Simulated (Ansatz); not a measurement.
C$_{4}$H$_{6}$Cl$_{2}$O$_{4}$Si, SMILES `CC(=O)O[Si](Cl)(Cl)OC(C)=O`, 17 atoms. Total charge 0; spin multiplicity 1. Hardware: A = 4 threads of an AMD EPYC 7R13 on a shared host and a share of an NVIDIA H100 80 GB; B = 4 threads of an AMD EPYC 7R13 on a shared host. Correlated methods freeze the cores.

Problem. Give the basis size and wall time and peak host memory of each of these runs in Ansatz. RHF-MP2/def2-QZVPP energy [A]; RKS SPW92 (LDA)/def2-TZVPP energy [A]; RKS ωB97M-V/def2-QZVPP energy [A]; RKS B2PLYP (frozen core)/def2-TZVPP energy [A]; RHF-CCSD(T)/def2-TZVPP energy [A]; RHF-CCSD(T)/def2-SVP energy [A]; RKS PBE0-D4/def2-SVP energy [B]; RKS ωB97M-V/def2-SVP energy [B]; RKS PBE0-D4/def2-TZVP relaxation (16 steps) [A]; RKS BHLYP-D4/def2-TZVPP energy [A]; direct RPA on PBE orbitals/def2-TZVPP energy [A]; RKS PBE0-D4/def2-TZVPP energy [A]. (Estimate.)

Solution. The calculation gave: Other jobs shared the machine, so times are rough.

```
                                level                        job  functions  wall time  peak host memory (GiB)
           RKS SPW92 (LDA)/def2-TZVPP                 energy [A]        458      2.4 s                    0.92
               RKS PBE0-D4/def2-TZVPP                 energy [A]        458      2.6 s                    0.93
                 RKS PBE0-D4/def2-SVP                 energy [B]        196      3.2 s                    0.71
                 RHF-CCSD(T)/def2-SVP                 energy [A]        196      3.2 s                    0.79
direct RPA on PBE orbitals/def2-TZVPP                 energy [A]        458      4.1 s                     2.2
              RKS BHLYP-D4/def2-TZVPP                 energy [A]        458      5.5 s                    0.94
  RKS B2PLYP (frozen core)/def2-TZVPP                 energy [A]        458        6 s                     2.2
                   RHF-MP2/def2-QZVPP                 energy [A]        846      8.5 s                     1.5
                 RKS ωB97M-V/def2-SVP                 energy [B]        196       11 s                       1
               RKS ωB97M-V/def2-QZVPP                 energy [A]        846       14 s                     1.5
                RKS PBE0-D4/def2-TZVP  relaxation (16 steps) [A]        395       48 s                     1.1
               RHF-CCSD(T)/def2-TZVPP                 energy [A]        458       67 s                    0.91
```
